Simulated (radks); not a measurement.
Excited configurations of K2+: one electron is placed in a higher orbital outside [Ne] 3s2 3p4. The ground configuration is [Ne] 3s2 3p5. All-electron calculation, non-relativistic Kohn-Sham, r2SCAN, spin-polarised, spherical densities, point nucleus; open shells are filled with parallel spins first; meta-GGA in the generalised Kohn-Sham scheme. Program: a radial shooting solver on a logarithmic mesh with Libxc functionals. Excitation = E - E(ground); binding = E(ion) - E, where the ion is the core of charge +3; n* = 3/sqrt(2 binding) in atomic units, and the quantum defect is n - n*.

| outer orbital | excitation (eV) | binding (eV) | eigenvalue (eV) | <r> (bohr) |
|---|---|---|---|---|
| 3d | 22.372 | 23.535 | -17.523 | 1.722 |
| 4p | 30.182 | 15.725 | -13.489 | 3.699 |
| 4f | 38.264 | 7.643 | -6.153 | 5.886 |
| 5f | 40.877 | 5.030 | -4.219 | 10.19 |
| 6p | 40.529 | 5.378 | -4.685 | 11.29 |
| 6f | 42.373 | 3.534 | -3.020 | 15.50 |
| 7s | 41.784 | 4.123 | -3.610 | 15.06 |

The Delta-SCF ionisation energy is 45.907 eV (NIST Atomic Spectra Database: 45.803 eV, semi-empirical). Self-interaction in the functional shifts the binding energies and quantum defects, so they are the method's values and not measured ones. Open shells are spherical and high-spin; term and fine-structure splittings are not resolved.
